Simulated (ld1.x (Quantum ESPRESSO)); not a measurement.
What the settings do to the RRKJ potential of praseodymium

Base potential:

praseodymium (Pr), norm-conserving RRKJ (Kleinman–Bylander form), made with ld1.x (Quantum ESPRESSO) 7.5 (LDA (PZ), fully relativistic). Core [Xe] 4f2, reference 5d1 6s2 6p0. Waves: 6p (bound, empty): rc 3.95 bohr; 5d (bound): rc 2.35 bohr; 6s (bound): rc 3.90 bohr. Local part: the s channel. Core correction: Bessel-smoothed model core inside 1.80 bohr.

Open shells are filled in proportion to 2j + 1 (rel_dist='average').

Cutoffs, loose and tight: the cutoffs (Ry, on a coarse ladder) from which the occupation-weighted sum of valence levels, in a spherical-Bessel basis at the reference potential, stays within 10 and 1 mRy of its value at 400 Ry. They do not see the model core or the augmentation charge, which bear on the density cutoff. Test errors are all-electron minus pseudo excitation energies from the reference, over the configurations 5d1 6s1 6p0; 5d1 6s0 6p0; 5d1 6s1.5 6p0; 5d0 6s2 6p1; 5d2 6s0 6p0; 5d0 6s2 6p0; 5d2 6s1 6p0. A dash means not determined; rows that change the core or the reference have their own tests.

```tsv
change	outcome	cutoff, loose	cutoff, tight	bound ghosts	largest test error (meV)
base	generated	10 Ry	25 Ry	none	-118
wave 5d (bound): rc 2.35 bohr becomes 5d (bound): rc 3.26 bohr	generated	10 Ry	12 Ry	none	-108
wave 6p (bound): rc 3.95 bohr becomes 6p (bound): rc 3.92 bohr	generated	10 Ry	25 Ry	none	-118
all radii but the core radius scaled by about 0.86 (s 3.34, p 3.38, d 2.02 bohr)	failed: compute_chi: n is too large	–	–	–	–
local potential the p channel	failed: compute_chi: n is too large	–	–	–	–
core [Xe], valence charge 5; reference 4f3 5d0 6s2 6p0; waves now 6s (bound): rc 2.80 bohr; 6p (bound): rc 4.20 bohr; 5d (bound): rc 3.85 bohr; 4f (bound): rc 1.85 bohr; local potential all-electron potential smoothed inside 4.20 bohr (lloc = -2); core correction none	failed: compute_chi: n is too large	–	–	–	–
core correction Bessel-smoothed model core inside 2.82 bohr	generated	10 Ry	25 Ry	none	-110
wave 6s (bound): rc 3.90 bohr becomes 6s (bound): rc 3.72 bohr	generated	10 Ry	25 Ry	none	-122
core correction Bessel-smoothed model core inside 2.72 bohr	generated	10 Ry	25 Ry	none	-113
all radii but the core radius scaled by about 0.80 (s 3.10, p 3.14, d 1.88 bohr)	failed: compute_chi: n is too large	–	–	–	–
wave 6p (bound): rc 3.95 bohr becomes 6p (bound): rc 3.26 bohr	failed: compute_chi: n is too large	–	–	–	–
```

(1) What comes out with this change to the base: reference 5d1 6s1 6p0?

(2) What comes out with this change to the base: type TM?

Answers

(1) outcome: failed: compute_phi: phi has nodes before r_c. Cause: the RRKJ expansion in Bessel functions gave a pseudo-wave with a node inside its radius.

(2) outcome: generated; cutoff, loose: 12 Ry; cutoff, tight: 15 Ry; bound ghosts: none; largest test error (meV): -114.
